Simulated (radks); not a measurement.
Coulomb parameter of the 4d shell of neutral molybdenum in the model configuration [Kr] 4d4.5 5s1.5, as a second difference U = [E(n + 0.5) + E(n - 0.5) - 2 E(n)] / (0.5)^2 with all orbitals relaxed. "Bare": the charge of the atom changes with n. "Screened": the 5s shell takes up the change at fixed total charge, which measures U(4d,4d) + U(5s,5s) - 2 U(4d,5s). Method: Dirac Kohn-Sham, PBEsol, spin-unpolarised, spherical densities, finite nucleus; open shells are shared between the two j in proportion to 2j + 1; Fermi nuclear charge, rms radius 4.4091 fm; computed with a radial shooting solver on a logarithmic mesh with Libxc functionals.

case              configuration  E - E(n) (eV)
start          [Kr] 4d4.5 5s1.5          0.000
bare +0.5        [Kr] 4d5 5s1.5         -1.366
bare -0.5        [Kr] 4d4 5s1.5          3.416
screened +0.5      [Kr] 4d5 5s1          0.049
screened -0.5      [Kr] 4d4 5s2          0.226

U(bare) = 8.202 eV, U(screened by 5s) = 1.099 eV. The step up makes a negative ion, whose loosely bound charge lowers the bare value.
